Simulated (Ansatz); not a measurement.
```yaml
crystal:
  periodic: [false, false, false]
  atoms:
    - {symbol: C, position_ang: [0.963526, 0.088096, 0.825711]}
    - {symbol: C, position_ang: [-0.122117, -0.210637, 0.096490]}
    - {symbol: O, position_ang: [-0.976098, -1.222098, 0.386722]}
    - {symbol: B, position_ang: [-0.424628, 0.647714, -1.151887]}
    - {symbol: Cl, position_ang: [-1.812408, 0.335756, -2.150444]}
    - {symbol: H, position_ang: [1.596890, 0.911500, 0.527050]}
    - {symbol: H, position_ang: [1.246139, -0.464771, 1.718381]}
    - {symbol: H, position_ang: [-0.680189, -1.677667, 1.181890]}
    - {symbol: H, position_ang: [0.297484, 1.545906, -1.450911]}
basis:
  gaussian: {orbitals: cc-pVTZ-DK, nuclear_model: gaussian}
hamiltonian: {xc: {name: PBE0}}
charge: 1
output: {forces: true}
```

```sh
$ ansatz run in.yaml --threads 2 --pin off --events-out ev --progress --plain --max-ram 4352MiB
```

Output, abridged:

```
Error: YAML parse error: error: line 16 column 1: unknown field `charge`, expected one of crystal, accuracy, basis, kpoints, hamiltonian, magnetization, projection, total_charge, correlation, batch, efield, external_charges, scf, relax, neb, saddle, md, ramp, phonons, dielectric, real_time, elastic, magnetic_configurations, gw, evaluate, workflow, output, checkpoint, execution
14 |   gaussian: {orbitals: cc-pVTZ-DK, nuclear_model: gaussian}
15 | hamiltonian: {xc: {name: PBE0}}
16 | charge: 1
17 | output: {forces: true}
```

(1) Something in this input is off. What?

## Answers

(1) The input holds a key that doesn't belong there. The input was rejected before any iteration.
